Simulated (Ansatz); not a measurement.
Geometry optimisation, RKS PBE-D4/STO-3G in Ansatz 0.2.0.

The input (input.yaml):

```yaml
crystal:
  periodic: [false, false, false]
  atoms:
    - { symbol: "N", position_ang: [-0.6119, 2.5937, 0.7237] }
    - { symbol: C, position_ang: [0.2108, 1.8906, 0.5584] }
    - { symbol: S, position_ang: [1.4287, 0.7886, 0.3126] }
    - { symbol: Si, position_ang: [0.3727, -0.956, 0.0278] }
    - { symbol: O, position_ang: [-0.5237, -0.8281, -1.414] }
    - { symbol: H, position_ang: [-0.6805, -1.0956, 1.1293] }
    - { symbol: H, position_ang: [1.2139, -2.1464, -0.026] }
    - { symbol: H, position_ang: [-1.3179, -0.3038, -1.3675] }
basis:
  gaussian: { orbitals: STO-3G }
hamiltonian:
  xc: pbe
  dispersion: d4
relax:
  f_tol: 0.02
  max_steps: 40
scf:
  lower_state_search: "off"
output:
  orbitals: {}
```

Launched with:

```bash
$ ansatz run input.yaml --threads 1 --pin off --max-ram 2048MiB --backend cpu --events-out ev --progress --plain --runs-dir out
```

**Question.** Where does it end, and by what steps?

**Answer.** The run converged. The force dipped under the threshold on the way, but the program's further checks kept it going. Limits of this set-up: minimal basis. After 9 steps the energy has fallen by 1.759 eV; S3 moved furthest, 0.13 Å. The start is strongly strained (largest force component 15 eV/Å).

| step | energy less start (eV) | largest force component (eV/Å) | accepted |
| --- | --- | --- | --- |
| 0 | 0.0000 | 14.509 | yes |
| 1 | -1.5819 | 2.665 | yes |
| 2 | -1.7120 | 1.325 | yes |
| 3 | -1.7483 | 0.625 | yes |
| 4 | -1.7569 | 0.136 | yes |
| 5 | -1.7577 | 0.081 | yes |
| 6 | -1.7581 | 0.037 | yes |
| 7 | -1.7585 | 0.012 | yes |
| 8 | -1.7585 | 0.021 | yes |
| 9 | -1.7586 | 0.016 | yes |

```xyz
8
Properties=species:S:1:pos:R:3
N -0.688 2.673 0.666
C 0.216 1.867 0.556
S 1.532 0.773 0.398
Si 0.281 -0.991 0.023
O -0.544 -0.916 -1.481
H -0.619 -1.131 1.170
H 1.208 -2.107 -0.078
H -1.294 -0.225 -1.310
```

Whether the end is a true minimum wasn't checked by a vibrational analysis.

The run took 34 s on 1 thread of Arm Neoverse N1, on a shared host, peak memory 0.17 GiB.
